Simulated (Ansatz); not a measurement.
A nudged elastic band was laid between two geometries of H9NSi2Sn (13 atoms, charge 0, multiplicity 1).

These are results of RKS PBE-D4/def2-SVP (Ansatz), not measurements.

* movable images: 5
* climbing image: yes
* spring: 5.0 eV/Å²
* optimiser: quadratic models (default)
* start path: through a guess of the saddle point
* force threshold: 0.05 eV/Å
* iteration limit: 60
* end points: relaxed

Image 0:

```xyz
13
Properties=species:S:1:pos:R:3
Si -1.909 0.701 1.130
N -0.203 1.056 1.045
Sn 1.279 -0.293 0.510
Si 1.106 -0.934 -1.999
H -2.590 1.604 2.130
H -2.676 0.840 -0.170
H -2.036 -0.735 1.569
H 0.056 2.033 0.864
H 1.037 -1.652 1.552
H 2.763 0.518 0.886
H 1.255 0.297 -2.853
H -0.240 -1.550 -2.270
H 2.179 -1.920 -2.380
```

Image 6:

```xyz
13
Properties=species:S:1:pos:R:3
Si -1.673 0.787 -0.137
N -0.600 0.286 1.463
Sn 1.289 -0.343 0.556
Si 0.548 -0.919 -1.857
H -2.833 1.421 0.657
H -0.862 2.092 -0.305
H -1.031 -0.510 1.954
H -0.480 1.034 2.162
H 1.762 -1.652 1.599
H 2.291 1.023 0.910
H 0.264 0.286 -2.698
H -0.483 -2.005 -1.887
H 1.828 -1.536 -2.404
```

Question: Which bonds break or form, and what moves?

Answer: Bonds broken: Si1–H7. Bonds formed: N2–H7.

Question: Give the energies along the band, and the barrier.

Answer: The run converged. The highest image is number 3 of 0 to 6, 242.0 kJ/mol above the first end and 138.5 kJ/mol above the last; the last end lies 103.4 kJ/mol above the first. The profile has 2 maxima (images 3, 5) with wells between them (image 4): this band takes more than one step, which may be the mechanism or a detour left from its start path. A structure lower than the first end lies on the path between it and the top, so the climb from that side starts below the end, which may itself be a saddle point or a shallow side well. Neighbouring images differ by up to 2.5 eV, so the band resolves the path poorly. A vibrational analysis at the climbing image gives one clearly imaginary mode, 1356i cm⁻¹: a first-order saddle point. The orbitals stay closed-shell, which can raise the energy where a bond breaks towards radicals; this wasn't checked here.

```
image  path coordinate (Å)  energy (kJ/mol)  Si1–H7 (Å)  N2–H7 (Å)
    0                 0.00              0.0        1.51       2.62
    1                 1.87              0.2        1.51       2.62
    2                 3.75             -1.5        1.51       2.77
    3                 5.62            242.0        1.63       1.40
    4                 7.56            105.5        2.56       1.03
    5                 9.51            111.2        2.59       1.03
    6                11.45            103.4        2.54       1.03
```

Question: What is the geometry of the highest image?

Answer: 
```xyz
13
Properties=species:S:1:pos:R:3:forces:R:3
Si -2.025 1.094 0.642 0.00 0.00 -0.02
N -0.513 0.245 1.436 -0.02 0.01 0.02
Sn 1.382 -0.181 0.557 0.01 0.00 -0.01
Si 0.740 -1.049 -1.791 0.00 0.00 0.00
H -1.888 2.614 0.693 0.00 0.00 0.00
H -1.790 0.754 -0.819 0.00 0.00 0.01
H -1.812 -0.254 1.530 0.00 0.00 0.00
H -0.444 0.514 2.429 0.02 -0.01 0.00
H 2.174 -1.359 1.554 0.00 0.00 0.00
H 2.327 1.280 0.523 0.01 0.00 0.00
H 0.437 0.092 -2.718 0.00 0.00 0.00
H -0.461 -1.945 -1.673 0.00 0.00 0.00
H 1.894 -1.839 -2.348 0.00 0.00 0.00
```

The run took 8.2 min on 2 threads of Arm Neoverse V2, on a shared host, peak memory 0.17 GiB.
